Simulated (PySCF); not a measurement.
Compound: [Ti(CH3)Br3], CH3Br3Ti (singlet state).
Bonds: C1–Ti2, Ti2–Br3, Ti2–Br4, Ti2–Br5. Hydrogens: H6, H7, H8 on C1.

Computed, not measured: PBE0-D3(BJ)/def2-SVP geometry optimisation, gas phase in PySCF 2.14.0.

Q: List the bond lengths and angles at this level.

A: 
```json
{"bond": "C1–Ti2", "length (Å)": "2.010", "order": "single"}
{"bond": "Ti2–Br3, Ti2–Br4, Ti2–Br5", "length (Å)": "2.318", "order": "single"}
{"bond": "C1–H6, C1–H7, C1–H8", "length (Å)": "1.102", "order": "single"}
```

Bonds in one row agree within 0.01 Å and their mean is given. Orders are formal, as drawn. A selection of angles:
```json
{"angle": "Ti2–C1–H6", "degrees": "108.0"}
{"angle": "H6–C1–H7", "degrees": "110.9"}
{"angle": "C1–Ti2–Br3", "degrees": "105.0"}
{"angle": "Br3–Ti2–Br4", "degrees": "112.6"}
```

Ti2 (titanium bonded to 3 Br and C) is distorted tetrahedral (angles from 105.0° to 114.3°).

Point group: C3v (every atom within 0.08 Å of its image). Not checked by PBE0-D3(BJ)/def2-SVP frequencies.
